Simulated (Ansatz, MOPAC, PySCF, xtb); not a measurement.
Noncovalent pair: N2 (SMILES N#N) (first 2 atoms) with GeH4 (SMILES [GeH4]); geometry from B3LYP-D3(BJ)/def2-TZVP, rigid monomers moved along the line of their centres of mass till N1···Ge3 is 3.25 Å.
(charge 0, multiplicity 1):
```xyz
7

N     -0.4404     0.5123     0.1420
N     -0.1151     1.1897    -0.6487
Ge     0.0755    -0.2352     3.2576
H      1.2998     0.3729     2.5576
H      0.4090    -0.4882     4.7362
H     -0.2955    -1.5623     2.5814
H     -1.1058     0.7408     3.1603
```

Interaction energies are E(AB) − E(A) − E(B) at the monomers' geometry in the complex; basis-set methods are counterpoise corrected. Rows marked so take none.

Frozen-core correlation. Filled d and f shells under p-block atoms count as core. Rows in 3-21G carry no dispersion term and start afresh at each structure; the Pople sets are all-electron and without relativity. The state reached by PM6 isn't checked.

Programs: Ansatz (Gaussian basis) for Hartree–Fock, density functionals and correlated methods; MOPAC for PM6 (differences of heats of formation); PySCF for 3-21G rows, the dispersion terms; xtb for the GFN methods. Values without a source in brackets are computed.

| level | interaction energy (kcal/mol) |
|---|---|
| PM6 | 0.48 |
| GFN2-xTB | -4.49 |
| HF/3-21G (no counterpoise) | -1.23 |
| PBE/def2-TZVPPD | 0.51 |
| PBE-D3(BJ)/def2-TZVPPD | -0.30 |
| PBE-D4/def2-TZVPPD | (withheld) |
| B3LYP-D3(BJ)/def2-TZVPPD | (withheld) |
| B3LYP-D4/def2-TZVPPD | 0.17 |
| CCSD/aug-cc-pVTZ | 0.18 |

Complete the blanks.


- PBE-D4/def2-TZVPPD, interaction energy (kcal/mol): -0.14
- B3LYP-D3(BJ)/def2-TZVPPD, interaction energy (kcal/mol): -0.22

Ansatz is an electronic-structure program.
